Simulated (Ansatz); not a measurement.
Cost and result for the atomization energy of FGeH7Si2, SMILES `F[SiH2][GeH2][SiH3]` (11 atoms, 10 bonds).

Cartesian coordinates in Å:
```
F -0.846 -0.196 2.475
Si -0.374 1.085 1.627
Ge 0.890 0.345 -0.248
Si -0.283 -1.328 -1.468
H -1.595 1.808 1.187
H 0.413 1.959 2.534
H 1.153 1.565 -1.152
H 2.255 -0.195 0.217
H -0.485 -2.523 -0.610
H -1.609 -0.798 -1.882
H 0.481 -1.721 -2.681
```

The species carries charge 0 and has multiplicity 1. Correlated methods include outer-core shells of Ge, which these sets cover unevenly. Scalar relativity is left out up to krypton. All single points use the PBE0-D4/def2-TZVP geometry. It is one conformer, not always the lowest. Program: Ansatz. All runs use 4 threads of an Intel Xeon Platinum 8559C on a shared host. Times are those of one run each, without the atoms' runs, and a repeat can differ threefold. Electronic energies, without spin–orbit coupling; frozen cores. CCSD(T)/CBS adds CCSD(T) − MP2 in def2-TZVPP to the MP2 limit, and its time is that of the two runs behind it. T1 = 0.012. With those shells the extrapolation isn't a true limit. B3LYP takes the VWN-RPA correlation (the form of Gaussian; ORCA's B3LYP/G).

CCSD(T)/CBS is a level of theory with its own doubt, some kJ/mol a heavy atom from the limit and from the frozen cores, so smaller differences don't rank the functionals.

```tsv
level	functions	wall time	atomization (kJ/mol)	difference from CCSD(T)/CBS	per bond
PBE-D4/def2-TZVPP (with forces)	261	1.8 s	3228.9	-61.2	-6.1
PBE0-D4/def2-TZVPP	261	2.4 s	3216.4	-73.7	-7.4
r2SCAN-D4/def2-TZVPP (with forces)	261	2.6 s	3272.3	-17.8	-1.8
B3LYP-D4/def2-TZVPP (with forces)	261	3.6 s	3256.0	-34.1	-3.4
B2PLYP/def2-TZVPP	261	3.6 s	3219.9	-70.2	-7.0
ωB97X-V/def2-TZVPP	261	5.5 s	3302.0	11.9	1.2
ωB97M-V/def2-TZVPP (with forces)	261	7.5 s	3259.0	-31.1	-3.1
MP2/def2-QZVPP	496	17 s	3240.6	-49.5	-4.9
CCSD(T)/def2-TZVPP	261	84 s	3211.3	-78.8	-7.9
CCSD(T)/CBS(def2)	–	100 s	3290.1	0.0	0.0
```

The D4 term adds +38.2 kJ/mol with B3LYP and +20.3 kJ/mol with PBE0; it sums over pairs of atoms, weighted by their polarisabilities, and B3LYP, whose exchange is more repulsive, gets the larger term. From PBE to PBE0 (25 % exact exchange), in def2-TZVPP and without D4, the atomization energy moves by −9.2 kJ/mol: exact exchange takes away binding that semilocal exchange gives to molecules. In def2-TZVPP, CCSD(T) changes the Hartree–Fock value by +733.3 kJ/mol (the triples alone add +30.1 kJ/mol) and MP2 by +715.6 kJ/mol; breaking electron pairs costs correlation energy, which Hartree–Fock lacks.
